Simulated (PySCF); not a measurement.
Species: C6H11S (doublet state).
Z-matrix (Å and degrees, GFN2-xTB geometry), rows numbered from 1:
```
C 
C   1  1.3689
C   2  1.5060  1  119.19
C   2  1.3927  1  120.45  3  -178.25
C   4  1.4630  2  126.12  1  -176.40
S   5  1.8651  4  109.94  2   111.00
C   6  1.8129  5   99.70  4   -64.27
H   1  1.0754  2  121.26  3   179.79
H   1  1.0746  2  121.63  3     0.03
H   3  1.0889  2  110.54  1  -121.78
H   3  1.0865  2  110.36  1    -1.86
H   3  1.0886  2  111.01  1   118.10
H   4  1.0808  2  118.04  1    -1.39
H   5  1.0904  4  112.25  2  -135.91
H   5  1.0874  4  114.39  2    -9.37
H   7  1.0848  6  106.58  5   173.28
H   7  1.0871  6  109.68  5   -67.76
H   7  1.0864  6  109.37  5    54.27
```

The hyperfine couplings belong to this conformer and change with its torsions.

Identity: `C=C(C)[CH]CSC` [radical].

Level of theory: UKS B3LYP, pcH-1 on C H S, non-relativistic, mean-field spin-orbit, GIAO (PySCF 2.14.0). The structure is a single GFN2-xTB conformer in the gas phase; no vibrational or solvent corrections. The geometry wasn't refined by DFT: couplings that depend on bond lengths, twists or pyramidal angles can differ widely from those at the functional's own minimum. Stability of the SCF solution: not tested. ⟨S²⟩ is 0.775 where a pure state has 0.75.

The isotropic 13C couplings are +56.3, +50.1, -46.8, -23.1, +5.3, +1.0 MHz. Assign them to C1; C2; C3; C4; C5; C7.

| site | a_iso (MHz) | ρ(0) (bohr⁻³) | position | distance from C4 (Å) | spin population | largest \|T\| (MHz) |
| --- | --- | --- | --- | --- | --- | --- |
| C1 | +50.1 | +0.0446 | a main spin site | 2.40 | +0.63 | 94.0 |
| C2 | -46.8 | -0.0416 | 1 bond from C1 | 1.39 | -0.25 | 27.6 |
| C3 | +5.3 | +0.0047 | 2 bonds from C1 | 2.52 | +0.02 | 1.0 |
| C4 | +56.3 | +0.0501 | largest spin population | 0.00 | +0.65 | 103.4 |
| C5 | -23.1 | -0.0206 | 1 bond from C4 | 1.46 | -0.06 | 2.9 |
| C7 | +1.0 | +0.0009 | 3 bonds from C4 | 3.17 | 0.00 | 0.7 |

ρ(0) is the spin density at the nucleus and T the dipolar tensor; a_iso includes a spin–orbit part; entries for several nuclei are means. The largest Mulliken spin populations are on C4 (+0.65), C1 (+0.63), C2 (-0.25) and S6 (+0.08). The positive populations add up to 1.41 and the negative ones to -0.41, together 2S = 1. The angles at C4 add up to 359.8°, so it is planar; its axial dipolar tensor and the negative coupling of its proton fit spin in a p orbital normal to that plane. Main spin sites, with 60 % or more of the largest population: C1, C4; positions count bonds from the nearest.

Means are taken over nuclei equivalent by connectivity, which assumes that they swap fast. The three 1H nuclei of mean -11.2 MHz run from -16.4 to -2.1 MHz in the frozen geometry. The 1H value of +29.0 MHz is a mean of couplings from 2.3 to 55.8 MHz in this one geometry, not an average over conformers.
